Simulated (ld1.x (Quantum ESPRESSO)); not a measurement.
## Which change was made? (B, TM)

ld1.x (Quantum ESPRESSO) 7.5 input, shortened:

```
&input
   title='B', zed=5., rel=0, dft='PBESOL', iswitch=3,
   config='[He] 2s2 2p1 3d-2'
 /
 &inputp
   pseudotype=2, tm=.true., lloc=2,
   nlcc=.false.
 /
3
2S  1  0   2.00   0.00  1.15  1.15  0.0
2P  2  1   1.00   0.00  2.10  2.10  0.0
3D  3  2  -2.00   0.05  2.00  2.00  0.0
 &test
   configts(1)='2s2 2p1'
 /
```

Cutoffs, loose and tight: the cutoffs (Ry, on a coarse ladder) from which the occupation-weighted sum of valence levels, in a spherical-Bessel basis at the reference potential, stays within 10 and 1 mRy of its value at 400 Ry. They do not see the model core or the augmentation charge, which bear on the density cutoff. Test errors are all-electron minus pseudo excitation energies from the reference, over the configurations 2s2 2p0; 2s1 2p0; 2s2 2p0.5; 2s1 2p1; 2s2 2p1.3; 2s0 2p3; 2s1 2p2; variants that change the core or the reference have their own tests.

The base gives: outcome: generated; cutoff, loose: 21 Ry; cutoff, tight: 55 Ry; bound ghosts: none; largest test error (meV): +113.

After one change the result is: outcome: generated; cutoff, loose: 18 Ry; cutoff, tight: 50 Ry; bound ghosts: none; largest test error (meV): +196. Which change was it?
A. all radii scaled by about 0.93 (s 1.06, p 1.96, d 1.86 bohr)
B. all radii scaled by about 1.30 (s 1.50, p 2.72, d 2.60 bohr)
C. all radii scaled by about 0.79 (s 0.90, p 1.66, d 1.58 bohr)

B. The others give: all radii scaled by about 0.79 (s 0.90, p 1.66, d 1.58 bohr) → outcome: generated; cutoff, loose: 90 Ry; cutoff, tight: 180 Ry; bound ghosts: none; largest test error (meV): +98 | all radii scaled by about 0.93 (s 1.06, p 1.96, d 1.86 bohr) → outcome: generated; cutoff, loose: 30 Ry; cutoff, tight: 70 Ry; bound ghosts: none; largest test error (meV): +101.
